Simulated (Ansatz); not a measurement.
Cost and result for the atomization energy of `[SiH3]C(Cl)(Cl)[TeH]` (9 atoms, 8 bonds).

```xyz
9

Si   -0.230    1.152    0.138
C     0.574   -0.566    0.222
Cl    1.837   -0.674   -1.020
Cl    1.275   -0.789    1.845
Te   -0.913   -2.132    0.020
H    -0.884    1.271   -1.188
H     0.835    2.175    0.292
H    -1.224    1.252    1.231
H    -1.270   -1.689   -1.540
```

Charge 0, multiplicity 1. Correlated methods include outer-core shells of Te, which these sets cover unevenly. Te: def2 effective core potential. All single points use the PBE0-D4/def2-TZVP geometry. Program: Ansatz. All runs use 4 threads of an Intel Xeon Platinum 8375C on a shared host. Times are those of one run each, without the atoms' runs, and a repeat can differ threefold. Electronic energies, without spin–orbit coupling; frozen cores. CCSD(T)/CBS adds CCSD(T) − MP2 in def2-TZVPP to the MP2 limit, and its time is that of the two runs behind it. T1 = 0.011. With those shells the extrapolation isn't a true limit. HSE06 is the plane-wave form, built on full-range PBE exchange.

CCSD(T)/CBS is a level of theory with its own doubt, some kJ/mol a heavy atom from the limit and from the frozen cores, so smaller differences don't rank the functionals.

```tsv
level	functions	wall time
revPBE-D4/def2-TZVPP	263	2.5 s
BLYP-D4/def2-TZVPP	263	2.7 s
PBE-D4/def2-TZVPP (with forces)	263	3.1 s
PBE0-D4/def2-TZVPP	263	4.3 s
BHLYP-D4/def2-TZVPP	263	4.4 s
HSE06-D4/def2-TZVPP	263	4.7 s
r2SCANh-D4/def2-TZVPP	263	7.5 s
B2PLYP/def2-TZVPP	263	7.5 s
CCSD(T)/def2-SVP	114	7.5 s
ωB97X-V/def2-TZVPP	263	10 s
MP2/def2-QZVPP	469	31 s
CCSD(T)/def2-TZVPP	263	3.7 min
CCSD(T)/CBS(def2)	–	4.2 min
```

Problem. What atomization energy does each give, and how far from CCSD(T)/CBS? (Estimate.)

Solution. The calculation gave: 
```tsv
level	atomization (kcal/mol)	difference from CCSD(T)/CBS	per bond
revPBE-D4/def2-TZVPP	596.9	-6.6	-0.8
BLYP-D4/def2-TZVPP	594.1	-9.4	-1.2
PBE-D4/def2-TZVPP (with forces)	611.4	7.9	1.0
PBE0-D4/def2-TZVPP	598.8	-4.7	-0.6
BHLYP-D4/def2-TZVPP	575.7	-27.8	-3.5
HSE06-D4/def2-TZVPP	599.1	-4.4	-0.5
r2SCANh-D4/def2-TZVPP	594.9	-8.6	-1.1
B2PLYP/def2-TZVPP	584.0	-19.5	-2.4
CCSD(T)/def2-SVP	546.0	-57.5	-7.2
ωB97X-V/def2-TZVPP	601.9	-1.6	-0.2
MP2/def2-QZVPP	605.8	2.3	0.3
CCSD(T)/def2-TZVPP	579.5	-24.0	-3.0
CCSD(T)/CBS(def2)	603.5	0.0	0.0
```

From BLYP to BHLYP (50 % exact exchange), in def2-TZVPP and without D4, the atomization energy moves by −12.5 kcal/mol: exact exchange takes away binding that semilocal exchange gives to molecules. At CCSD(T), def2-SVP lies −57.5 kcal/mol from the extrapolated value and def2-TZVPP −24.0 kcal/mol: correlation converges slowly with the basis, and small sets miss more of it in the bonded molecule than in its fragments. Leaving LDA and LC-ωPBE aside and taking each functional with its dispersion term where it has one, the values spread over 35.7 kcal/mol, from BHLYP-D4 to PBE-D4. LDA lies +96.9 kcal/mol from PBE without D4, its usual overbinding.

Spin–orbit coupling would lower the free Te atoms strongly, and the atomization energy with them, by more than many differences here.
